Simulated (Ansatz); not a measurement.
A nudged elastic band was laid between two geometries of C2H3BLi (7 atoms, charge 0, multiplicity 2).

These are results of Ansatz, UKS B3LYP-D4/def2-SVP, not measurements.

* movable images: 5
* climbing image: yes
* spring: 5.0 eV/Å²
* optimiser: quadratic models (default)
* start path: through a guess of the saddle point
* force threshold: 0.05 eV/Å
* iteration limit: 10
* end points: relaxed

Initial state:

```xyz
7
Properties=species:S:1:pos:R:3
Li -1.427 -3.101 -0.504
B -0.434 -1.312 -0.112
C 0.328 -0.093 0.205
C 0.149 1.251 -0.049
H 1.240 -0.367 0.775
H -0.721 1.616 -0.604
H 0.864 2.006 0.291
```

Final state:

```xyz
7
Properties=species:S:1:pos:R:3
Li -1.428 -3.100 -0.504
B -0.433 -1.312 -0.113
C 0.329 -0.094 0.205
C 0.149 1.251 -0.050
H 1.242 -0.366 0.775
H 0.863 2.006 0.290
H -0.722 1.615 -0.604
```

(1) Which bonds break or form, and what moves?

(2) What energy profile does the band end with?

(3) What is the geometry of the highest image?

Results:

(1) No bond is made or broken. The dihedral B2–C3–C4–H6 goes from 0 to 180°. The two ends are copies of one structure, up to a mirror image or an exchange of like atoms.

(2) It converged. The highest image is number 3 of 0 to 6, 87.3 kJ/mol above the ends, which have the same energy within 2 meV. Another band between the same ends (5 images) ends at a top of the same energy, where a vibrational analysis finds 1 clearly imaginary mode.

```
image  path coordinate (Å)  energy (kJ/mol)  dihedral B2–C3–C4–H6 (°)
    0                 0.00              0.0                         0
    1                 0.63             11.3                        18
    2                 1.27             60.0                        56
    3                 1.90             87.3                        92
    4                 2.53             60.1                       121
    5                 3.16             11.5                       156
    6                 3.79              0.0                       180
```

(3) 
```xyz
7
Properties=species:S:1:pos:R:3
Li -1.175 -3.152 -0.767
B -0.358 -1.319 -0.133
C 0.219 -0.117 0.341
C 0.163 1.268 -0.126
H 0.827 -0.331 1.253
H -0.587 1.975 0.251
H 0.911 1.675 -0.819
```

Run time: 2.7 min on 1 thread of Arm Neoverse V2 (shared host), peak memory 0.22 GiB.
